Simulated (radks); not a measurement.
Initial-state core-level shifts of the palladium ion Pd+ when its valence configuration changes from [Kr] 4d9. Method: scalar-relativistic Kohn-Sham, PBE, spin-unpolarised, spherical densities, finite nucleus; Fermi nuclear charge, rms radius 4.5318 fm; computed with a radial shooting solver on a logarithmic mesh with Libxc functionals. Shifts are changes of the shell-averaged eigenvalues in eV (positive: less bound); the change of the density at the nucleus, which sets a Mossbauer isomer shift, is in e/bohr^3, on a base of 1.36e+05.

valence           2s       3d       4s       4p  density at nucleus
4d7 5p2      -12.694  -12.558  -11.663  -11.264               +6.35
4d8 5p1       -6.143   -6.101   -5.761   -5.585               +2.61
4d8 5s1       -4.705   -4.645   -4.274   -4.098              +25.09
4d6 5s2 5p1  -17.030  -16.713  -15.049  -14.410              +68.63
4d7 5s1 5p1  -11.352  -11.199  -10.293   -9.901              +32.34
4d6 5s1 5p2  -18.348  -18.045  -16.375  -15.725              +40.67
4d8.5 5s0.5   -2.282   -2.257   -2.092   -2.009              +11.77
4d7 5s2       -9.942   -9.774   -8.855   -8.468              +56.59
4d5 5s1 5p3  -25.680  -25.162  -22.492  -21.553              +50.05
